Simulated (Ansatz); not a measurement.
All values below come from Ansatz (an electronic-structure program) with r2SCAN-D4/def2-TZVP. No frequencies were computed at this level.

Ansatz 0.2 input:
```yaml
crystal:
  periodic: [false, false, false]
  atoms:
    - { symbol: Si, position_ang: [-1.073155, -0.018968, 0.034125] }
    - { symbol: Ga, position_ang: [1.331069, 0.028649, -0.034891] }
    - { symbol: H, position_ang: [-1.606177, 0.048256, 1.409173] }
    - { symbol: H, position_ang: [-1.603059, -1.257615, -0.570131] }
    - { symbol: H, position_ang: [-1.665948, 1.110619, -0.709093] }
    - { symbol: H, position_ang: [2.327729, -1.240192, -0.123482] }
    - { symbol: H, position_ang: [2.28954, 1.329251, -0.0057] }
basis:
  gaussian: { orbitals: def2-tzvp }
hamiltonian:
  xc: r2scan
  dispersion: d4
relax:
  max_steps: 150
```

Output:

```
Functional definition: r2SCAN
840 factors; their error is unknown
mean field evaluation 1: about -60333.9092 eV, gradient 2.9e1 eV
mean field evaluation 2: about -60333.6199 eV, gradient 4.2e1 eV
mean field evaluation 4: about -60335.3905 eV, gradient 9.6e-1 eV
mean field evaluation 8: about -60335.3703 eV, gradient 5.1e-2 eV
mean field -60335.37027921 eV, -2217.2839609783 hartree, gradient 1.2e-5 eV, S^2 0.000000; 0 other end points of the search recorded, 0 dependent functions left out
reference -60335.37029286 eV, -2217.2839614796 hartree; 25, 25 occupied and 90, 90 virtual orbitals, 840 factors
relax step   1: F+E_penalty+E_count = -60335.39600650 eV  Δ(F+E_penalty+E_count) = +0.000e0 eV  max|allowed force component| = 1.089e0 eV/Å  Δτ_max = 0.0000 Å  (24 SCF iters, accepted)
these checks for a lower state are left out or cut short: starts, cluster_reference, orbital_swaps, neighbouring_geometries, increment
840 factors; their error is unknown
mean field evaluation 16: about -60335.4291 eV, gradient 6.0e0 eV
mean field -60335.44656411 eV, -2217.2867643966 hartree, gradient 9.4e-6 eV, S^2 0.000000; 0 other end points of the search recorded, 0 dependent functions left out
reference -60335.44657773 eV, -2217.2867648971 hartree; 25, 25 occupied and 90, 90 virtual orbitals, 840 factors
relax step   2: F+E_penalty+E_count = -60335.47262882 eV  Δ(F+E_penalty+E_count) = -7.662e-2 eV  max|allowed force component| = 3.841e-1 eV/Å  Δτ_max = 0.1949 Å  (27 SCF iters, accepted)
these checks for a lower state are left out or cut short: starts, cluster_reference, orbital_swaps, neighbouring_geometries, increment
840 factors; their error is unknown
mean field -60335.46631959 eV, -2217.2874903970 hartree, gradient 7.8e-5 eV, S^2 0.000000; 0 other end points of the search recorded, 0 dependent functions left out
reference -60335.46633325 eV, -2217.2874908990 hartree; 25, 25 occupied and 90, 90 virtual orbitals, 840 factors
relax step   3: F+E_penalty+E_count = -60335.49234329 eV  Δ(F+E_penalty+E_count) = -1.971e-2 eV  max|allowed force component| = 3.719e-2 eV/Å  Δτ_max = 0.0576 Å  (24 SCF iters, accepted)
these checks for a lower state are left out or cut short: starts, cluster_reference, orbital_swaps, neighbouring_geometries, increment
840 factors; their error is unknown
mean field evaluation 32: about -60335.4670 eV, gradient 7.7e-5 eV
mean field -60335.46700996 eV, -2217.2875157675 hartree, gradient 7.7e-5 eV, S^2 0.000000; 0 other end points of the search recorded, 0 dependent functions left out
reference -60335.46702362 eV, -2217.2875162697 hartree; 25, 25 occupied and 90, 90 virtual orbitals, 840 factors
relax step   4: F+E_penalty+E_count = -60335.49302512 eV  Δ(F+E_penalty+E_count) = -6.818e-4 eV  max|allowed force component| = 2.134e-2 eV/Å  Δτ_max = 0.0106 Å  (24 SCF iters, accepted)
these checks for a lower state are left out or cut short: starts, cluster_reference, orbital_swaps, neighbouring_geometries, increment
840 factors; their error is unknown
mean field -60335.46719446 eV, -2217.2875225478 hartree, gradient 7.8e-5 eV, S^2 0.000000; 0 other end points of the search recorded, 0 dependent functions left out
reference -60335.46720811 eV, -2217.2875230497 hartree; 25, 25 occupied and 90, 90 virtual orbitals, 840 factors
relax step   5: F+E_penalty+E_count = -60335.49322103 eV  Δ(F+E_penalty+E_count) = -1.959e-4 eV  max|allowed force component| = 4.431e-2 eV/Å  Δτ_max = 0.0359 Å  (25 SCF iters, accepted)
these checks for a lower state are left out or cut short: starts, cluster_reference, orbital_swaps, neighbouring_geometries, increment
840 factors; their error is unknown
mean field -60335.46750549 eV, -2217.2875339780 hartree, gradient 7.9e-5 eV, S^2 0.000000; 0 other end points of the search recorded, 0 dependent functions left out
reference -60335.46751915 eV, -2217.2875344801 hartree; 25, 25 occupied and 90, 90 virtual orbitals, 840 factors
relax step   6: F+E_penalty+E_count = -60335.49352458 eV  Δ(F+E_penalty+E_count) = -3.036e-4 eV  max|allowed force component| = 2.120e-3 eV/Å  Δτ_max = 0.0113 Å  (24 SCF iters, accepted)
840 factors; their error is unknown
mean field -60335.46750549 eV, -2217.2875339780 hartree, gradient 7.9e-5 eV, S^2 0.000000; 1 other end points of the search recorded, 0 dependent functions left out
reference -60335.46751915 eV, -2217.2875344801 hartree; 25, 25 occupied and 90, 90 virtual orbitals, 840 factors
Total energy: -60335.49353824 eV, -2217.2884906641 hartree
Atom 0 at    -1.030088    -0.026019    -0.004183 Å, force     0.001745    -0.002012     0.000176 eV/Å
Atom 1 at     1.373101     0.022847    -0.043014 Å, force    -0.002120     0.000469    -0.001440 eV/Å
Atom 2 at    -1.474321     0.053141     1.417717 Å, force    -0.001203     0.000082     0.001539 eV/Å
Atom 3 at    -1.600595    -1.273494    -0.580234 Å, force     0.001204     0.001416    -0.000001 eV/Å
Atom 4 at    -1.630751     1.132835    -0.719248 Å, force     0.000744     0.000298    -0.000572 eV/Å
Atom 5 at     2.218780    -1.294979    -0.095139 Å, force    -0.000262     0.000506     0.000301 eV/Å
Atom 6 at     2.143873     1.385670     0.024102 Å, force    -0.000108    -0.000758    -0.000003 eV/Å
Dipole moment:     0.015370    -0.002839    -0.014458 e Å
```

Cost: roughly 15 core-seconds.
